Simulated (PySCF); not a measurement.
ICl, optimised at GFN2-xTB:

```xyz
2

Cl     0.0032    -0.8500     0.7793
I     -0.0032     0.8500    -0.7793
```

Energies from PySCF (xtb for GFN2), thermal terms from the rigid-rotor harmonic-oscillator model, ideal gas at 1 bar. All species are closed-shell singlets. I: scalar-relativistic def2 core potential, no spin-orbit coupling.

Task: List the harmonic frequencies (cm⁻¹, unscaled) at this level and at the other levels, each on its own geometry.

Result: 
- GFN2-xTB: 366
- PBE/def2-SVP: 360
- PBE0/def2-TZVP: 399
